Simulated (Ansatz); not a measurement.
Gas-phase electronic energies from Ansatz, PBE0-D4/def2-TZVP geometries. CBS: MP2 limit from def2 TZ/QZ plus the TZ coupled-cluster correction, frozen cores. Functionals use def2-TZVPP. B3LYP here is the variant with VWN-RPA as its local correlation; programs differ in this. HSE06 is defined as in plane-wave codes. Elements past krypton have def2 core potentials. For Ge, In outer-core shells are correlated without core-valence functions, which leaves a few kJ/mol of doubt a bond. Scalar relativity is left out up to krypton. One conformer a species, not always the lowest.

Consider the redistribution: `[F][InH][SH]` + `Cl[SiH2][S][GeH3]` → `[F][InH][GeH3]` + `SS[SiH2]Cl`.

`[F][InH][SH]`:

Z-matrix (Å, degrees):
```
In
F 1 1.954
S 1 2.360 2 107.9
H 1 1.693 2 117.6 3 180.0
H 3 1.345 1 91.2 2 0.0
```

`Cl[SiH2][S][GeH3]`:

Cartesian coordinates in Å:
```
Cl 3.300 0.108 -1.061
Si 1.443 -0.392 -0.355
S 0.469 1.389 0.252
Ge -1.558 0.467 0.422
H 1.626 -1.327 0.778
H 0.691 -1.061 -1.444
H -2.316 1.298 1.461
H -2.257 0.507 -0.943
H -1.398 -0.989 0.892
```

`[F][InH][GeH3]`:

Z-matrix (Å, degrees):
```
Ge
In 1 2.588
H 1 1.538 2 109.2
H 1 1.538 2 111.2 3 119.3
H 1 1.535 2 110.3 3 -119.5
F 2 1.966 1 109.9 3 84.1
H 2 1.715 1 140.3 3 -95.1
```

`SS[SiH2]Cl`:

```xyz
7

S     0.618    2.074    0.357
S    -0.931    1.092   -0.591
Si   -0.109   -0.869   -0.504
Cl   -0.019   -1.562    1.425
H     0.204    1.881    1.623
H    -1.030   -1.742   -1.269
H     1.267   -0.874   -1.041
```

| level | ΔE (kcal/mol) | difference from CCSD(T)/CBS |
| --- | --- | --- |
| LDA (SPW92) | 26.0 | -4.3 |
| PBE-D4 | 26.3 | -4.0 |
| revPBE-D4 | 26.1 | -4.2 |
| BLYP-D4 | 25.6 | -4.7 |
| r2SCAN-D4 | 29.9 | -0.4 |
| B97M-V | 31.7 | 1.4 |
| PBE0-D4 | 28.6 | -1.7 |
| r2SCANh-D4 | 30.2 | -0.1 |
| r2SCAN0-D4 | 30.6 | 0.3 |
| HSE06-D4 | 28.6 | -1.7 |
| BHLYP-D4 | 30.2 | -0.1 |
| CAM-B3LYP-D4 | 28.8 | -1.5 |
| ωB97X-V | 30.1 | -0.2 |
| ωB97M-V | 29.4 | -0.9 |
| B2PLYP | 29.8 | -0.5 |
| PBE-QIDH | 31.7 | 1.4 |
| PBE | 26.2 | -4.1 |
| revPBE | 26.3 | -4.0 |
| r2SCAN | 29.8 | -0.5 |
| PBE0 | 28.6 | -1.7 |
| B3LYP | 27.4 | -2.9 |
| r2SCANh | 30.2 | -0.1 |
| HSE06 | 28.6 | -1.7 |
| BHLYP | 30.1 | -0.2 |
| CAM-B3LYP | 28.8 | -1.5 |
| LC-ωPBE | 30.5 | 0.2 |
| RPA@PBE/def2-TZVPP | 30.5 | 0.2 |
| HF/def2-SVP | 35.3 | 5.0 |
| MP2/def2-SVP | 35.9 | 5.6 |
| CCSD/def2-SVP | 33.2 | 2.9 |
| CCSD(T)/def2-SVP | 33.1 | 2.8 |
| HF/def2-TZVPP | 33.9 | 3.6 |
| MP2/def2-TZVPP | 33.1 | 2.8 |
| SCS-MP2/def2-TZVPP | 32.4 | 2.1 |
| CCSD/def2-TZVPP | 31.7 | 1.4 |
| CCSD(T)/def2-TZVPP | 31.7 | 1.4 |
| HF/def2-QZVPP | 33.7 | 3.4 |
| MP2/def2-QZVPP | 32.2 | 1.9 |
| SCS-MP2/def2-QZVPP | 31.8 | 1.5 |
| HF/CBS(def2) | 33.6 | 3.3 |
| CCSD(T)/CBS | 30.3 | 0 |

Largest T1 diagnostic among the species: 0.016.

At CCSD(T), def2-SVP lies +2.8 kcal/mol from the extrapolated value and def2-TZVPP +1.4 kcal/mol. Leaving LDA and LC-ωPBE aside and taking each functional with its dispersion term where it has one, the values spread over 6.1 kcal/mol, from BLYP-D4 to B97M-V. From BLYP to BHLYP (50 % exact exchange), in def2-TZVPP and without D4, ΔE moves by +4.5 kcal/mol.
